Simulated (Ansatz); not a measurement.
Born–Oppenheimer molecular dynamics of Ge$_{2}$H$_{4}$ (6 atoms, charge 0, multiplicity 1). It starts at the highest image of a converged band, a first-order saddle point between two minima.

The calculation used Ansatz, UKS BLYP-D4/def2-SVPD.

* ensemble: NVE (velocity Verlet)
* time step: 0.5 fs
* steps asked: 200
* starting velocities drawn for: 100 K
* seed: 6721

First frame:

```xyz
6
Properties=species:S:1:pos:R:3
H -1.323 -0.265 0.328
Ge 1.128 -0.782 -0.334
Ge -0.859 1.240 -0.021
H -0.216 0.769 -1.444
H 0.726 0.728 0.591
H 0.544 -1.690 0.880
```

(1) How far do the bonds stretch over the last three quarters of this one trajectory? (Pairs bonded in most of those frames.)

## Answers

(1) 
```csv
bond,mean (Å),spread (Å),shortest,longest
H1–Ge3,1.620,0.035,1.56,1.68
Ge2–Ge3,2.906,0.007,2.89,2.91
Ge2–H5,1.809,0.057,1.71,1.90
Ge2–H6,1.625,0.017,1.59,1.67
Ge3–H4,1.803,0.124,1.64,2.01
Ge3–H5,1.804,0.020,1.76,1.84
```

Mean temperature of the second half: 391 K. The conserved energy stayed within 0.045 meV per atom of its start (net change 0.0047 meV per atom), so the integration is sound. The kinetic energy rose, since the run started high on the potential surface and went downhill. A run of 0.1 ps of so small a system gives no equilibrium averages. The orbitals were unrestricted but ended closed-shell.

The run took 9.2 min on 4 threads of Arm Neoverse N1, with other jobs on the host, peak memory 0.25 GiB.
